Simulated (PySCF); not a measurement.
Geometry:
```
atom   x (Å)   y (Å)   z (Å)
  S1   2.667  -1.405  -0.110
  C2   1.534  -0.050  -0.010
  C3   1.928   1.250   0.070
  S4   0.612   2.382   0.112
  C5  -0.524   1.080   0.025
  C6  -1.911   0.844  -0.015
  C7  -2.056  -0.516  -0.107
  N8  -0.830  -1.121  -0.121
  C9   0.124  -0.154  -0.045
 H10   1.841  -2.297   0.441
 H11   2.934   1.618   0.101
 H12  -2.694   1.573   0.019
 H13  -2.954  -1.098  -0.165
 H14  -0.671  -2.109  -0.216
```

Geometry: GFN2-xTB; GIAO shifts from PySCF, gas phase, non-relativistic, averaged over equivalent atoms.

At PBE0/pcSseg-1 (192 basis functions, 33 s wall time on 1 thread of an Arm Neoverse V1, shared host):
```json
{"atoms": "C9", "δ (ppm)": "139.1"}
{"atoms": "C5", "δ (ppm)": "134.4"}
{"atoms": "C3", "δ (ppm)": "125.6"}
{"atoms": "C7", "δ (ppm)": "124.3"}
{"atoms": "C2", "δ (ppm)": "113.9"}
{"atoms": "C6", "δ (ppm)": "108.2"}
{"atoms": "N8", "δ (ppm)": "148.6"}
{"atoms": "H14", "δ (ppm)": "7.52"}
{"atoms": "H13", "δ (ppm)": "6.92"}
{"atoms": "H11", "δ (ppm)": "6.68"}
{"atoms": "H12", "δ (ppm)": "6.66"}
{"atoms": "H10", "δ (ppm)": "3.28"}
```

Scale: 13C (σref 186.93), 1H (σref 31.72) against TMS; NH3 for 15N (σref 267.73) (reference shieldings calculated alike).

Estimate the result of repeating the calculation with OPBE/def2-SVPD.

## Answers


```json
{"atoms": "C9", "δ at OPBE/def2-SVPD": "124.6", "change": "-14.5"}
{"atoms": "C5", "δ at OPBE/def2-SVPD": "121.1", "change": "-13.3"}
{"atoms": "C3", "δ at OPBE/def2-SVPD": "110.7", "change": "-14.9"}
{"atoms": "C7", "δ at OPBE/def2-SVPD": "109.0", "change": "-15.3"}
{"atoms": "C2", "δ at OPBE/def2-SVPD": "100.1", "change": "-13.8"}
{"atoms": "C6", "δ at OPBE/def2-SVPD": "95.6", "change": "-12.6"}
{"atoms": "N8", "δ at OPBE/def2-SVPD": "128.1", "change": "-20.5"}
{"atoms": "H14", "δ at OPBE/def2-SVPD": "7.66", "change": "+0.14"}
{"atoms": "H13", "δ at OPBE/def2-SVPD": "6.87", "change": "-0.05"}
{"atoms": "H11", "δ at OPBE/def2-SVPD": "6.55", "change": "-0.13"}
{"atoms": "H12", "δ at OPBE/def2-SVPD": "6.50", "change": "-0.16"}
{"atoms": "H10", "δ at OPBE/def2-SVPD": "3.21", "change": "-0.07"}
```

Chemical shifts δ = σref − σ; TMS for 13C (193.92 ppm), 1H (31.84 ppm); NH3 for 15N (268.40 ppm), all at this level.

The largest change is at N8 (pyrrole-type ring nitrogen). Cost: 234 basis functions, 82 s wall time on 1 thread of an Arm Neoverse N1, shared host. The order of the carbon signals is the same at both levels.

Experimental scales use liquid or dissolved standards, which lie at an offset from isolated NH3 (liquid NH3: subtract about 20 ppm).
